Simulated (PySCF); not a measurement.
C8H10O.
Atom-mapped SMILES: `[CH2:1]=[C:2]([CH2:3][CH3:4])[c:5]1[cH:6][cH:7][cH:8][o:9]1` (hydrogens: H10, H11 on C1; H12, H13 on C3; H14, H15, H16 on C4; H17 on C6; H18 on C7; H19 on C8)

Level: CAM-B3LYP/def2-SVPD in PySCF, non-relativistic, on one gas-phase PBE0-D3(BJ)/def2-SVP geometry that isn't relaxed in the solvent. The solvent is an IEF-PCM continuum (Bondi radii, 1.10 Å for H, scaled by 1.2), and excitations are vertical TDDFT with non-equilibrium linear response and a frozen core. The model holds no explicit solvent molecules, cavitation or dispersion.

Gas-phase singlets (H = HOMO, L = LUMO):

| state | E (eV) | λ (nm) | f | leading configuration |
| --- | --- | --- | --- | --- |
| S1 | 4.945 | 251 | 0.392 | H→L 98% |
| S2 | 6.066 | 204 | 0.013 | H→L+1 83% |
| S3 | 6.371 | 195 | 0.009 | H→L+4 41% |
| S4 | 6.684 | 185 | 0.013 | H→L+2 74% |
| S5 | 6.825 | 182 | 0.018 | H→L+3 82% |

**Question.** What are the lowest 5 singlets in acetone (ε = 20.49)?

**Answer.** 
```json
{"state": "S1", "E (eV)": "4.798", "λ (nm)": "258", "f": "0.468", "leading configuration": "H→L 98%", "change by rank (eV)": "-0.147"}
{"state": "S2", "E (eV)": "6.055", "λ (nm)": "205", "f": "0.017", "leading configuration": "H→L+1 86%", "change by rank (eV)": "-0.011"}
{"state": "S3", "E (eV)": "6.384", "λ (nm)": "194", "f": "0.011", "leading configuration": "H→L+4 40%", "change by rank (eV)": "+0.013"}
{"state": "S4", "E (eV)": "6.817", "λ (nm)": "182", "f": "0.129", "leading configuration": "H→L+2 49%", "change by rank (eV)": "+0.133"}
{"state": "S5", "E (eV)": "6.909", "λ (nm)": "179", "f": "0.305", "leading configuration": "H→L+4 37%", "change by rank (eV)": "+0.084"}
```

**Question.** The ground-state energy changes by -0.140 eV from gas to acetone. By how much does the total energy of gas-phase S1 change?

**Answer.** E(S1) = E(S0) + excitation energy, so it changes by -0.140 − 0.147 = -0.287 eV: it is lowered more than the ground state, which is what a red shift means. This is the vertical state, with the slow part of the continuum still set for S0.

**Question.** How do the frontier levels move from gas to acetone?

**Answer.** 
```json
{"orbital": "LUMO+2", "gas (eV)": "1.84", "solvent (eV)": "1.97", "change (eV)": "+0.13", "Löwdin shares, gas": "C8 20 %, C7 14 %, H19 12 %, H18 9 %", "Löwdin shares, solvent": "C8 17 %, C4 11 %, C7 10 %, O9 9 %"}
{"orbital": "LUMO+1", "gas (eV)": "1.39", "solvent (eV)": "1.46", "change (eV)": "+0.07", "Löwdin shares, gas": "C4 13 %, C6 8 %, C3 8 %, C1 7 %", "Löwdin shares, solvent": "C1 11 %, C8 10 %, C4 10 %, C7 8 %"}
{"orbital": "LUMO", "gas (eV)": "0.20", "solvent (eV)": "0.16", "change (eV)": "-0.04", "Löwdin shares, gas": "C1 21 %, C2 17 %, C6 12 %, C5 11 %", "Löwdin shares, solvent": "C1 21 %, C2 17 %, C6 12 %, C5 11 %"}
{"orbital": "HOMO", "gas (eV)": "-7.29", "solvent (eV)": "-7.34", "change (eV)": "-0.05", "Löwdin shares, gas": "C1 18 %, C8 18 %, C5 16 %, C6 13 %", "Löwdin shares, solvent": "C1 18 %, C8 18 %, C5 16 %, C6 12 %"}
{"orbital": "HOMO-1", "gas (eV)": "-9.43", "solvent (eV)": "-9.47", "change (eV)": "-0.04", "Löwdin shares, gas": "C7 30 %, C6 17 %, O9 15 %, C8 12 %", "Löwdin shares, solvent": "C7 29 %, C6 16 %, O9 14 %, C8 13 %"}
{"orbital": "HOMO-2", "gas (eV)": "-9.67", "solvent (eV)": "-9.71", "change (eV)": "-0.04", "Löwdin shares, gas": "C2 19 %, C1 14 %, O9 14 %, C5 14 %", "Löwdin shares, solvent": "C2 18 %, O9 15 %, C1 14 %, C5 14 %"}
{"orbital": "HOMO-3", "gas (eV)": "-11.00", "solvent (eV)": "-10.89", "change (eV)": "+0.11", "Löwdin shares, gas": "C3 21 %, C4 18 %, C1 12 %, C2 11 %", "Löwdin shares, solvent": "C3 23 %, C4 20 %, H13 10 %, C1 9 %"}
```

The HOMO–LUMO gap goes from 7.49 to 7.49 eV. Rows go by rank; for LUMO+1 and LUMO+2 the atom shares or the degeneracy differ between the runs, so the row needn't follow one orbital.

Time: 72 s of wall time; peak memory 1.4 GiB. Hardware: an Intel Xeon Platinum 8375C at 2.90 GHz with one thread, shared host with 128 logical CPUs at a one-minute load of 66. This is the whole response run at CAM-B3LYP/def2-SVPD in acetone, SCF included.

The values belong to the conformer `[CH2:1]=[C:2]([CH2:3][CH3:4])[c:5]1[cH:6][cH:7][cH:8][o:9]1`: C1–C2–C3–C4 -103°, C1–C2–C5–C6 -176°.
